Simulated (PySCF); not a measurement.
BaBr2, SMILES [Br][Ba][Br].

The structure is a stationary point at B3LYP-D3(BJ)/def2-SVP. The def2 effective core potentials stand for the cores of Ba; spin–orbit coupling is left out.

Two levels are set side by side: TDDFT-PBE/def2-SVPD (PySCF) and TDDFT-M06-2X/def2-SVPD (PySCF). Vertical, same geometry. The lowest singlet is HOMO→LUMO 100 % with PBE and HOMO→LUMO 94 % with the other functional; states are paired by order. Differences are taken from unrounded values.

| quantity | TDDFT-M06-2X | TDDFT-PBE | TDDFT-PBE minus TDDFT-M06-2X |
|---|---|---|---|
| lowest singlet excitation (eV) | 4.40 | 3.43 | -0.97 |
| lowest triplet excitation (TDA) (eV) | 4.37 | 3.40 | -0.97 |

A lower first singlet is the usual sign of a functional without exact exchange. Differences between two approximate levels are no errors against the true value.

Rough cost on one machine, each run with all the roots and properties that it gave: TDDFT-M06-2X against TDDFT-PBE about 10 times.
